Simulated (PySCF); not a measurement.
F₂Re, SMILES [F][Re][F] (connectivity only; charge and spin as stated), neutral, multiplicity 6.

Coordinates come from a B3LYP-D3(BJ)/def2-TZVP optimisation. The multiplicity is an assumed one; other spin states were not compared. The def2 effective core potentials stand for the cores of Re; spin–orbit coupling is left out.

Calculation: PBE/def2-TZVPD in PySCF.

The molecule is in vacuum.

```json
{
  "total_energy": "-277.93203 hartree",
  "point_group": "D∞h",
  "α spin, highest occupied and lowest empty level": "-5.53 and -1.52 eV",
  "β spin, highest occupied and lowest empty level": "-9.05 and -4.53 eV",
  "dipole_moment": "0.000 e·Å",
  "mean_static_polarisability": "40.3 bohr³ (5.97 Å³)",
  "polarisability_principal_values": "36.0, 36.0, 48.8 bohr³",
  "⟨S²⟩": "8.755 (pure state 8.75)"
}
```
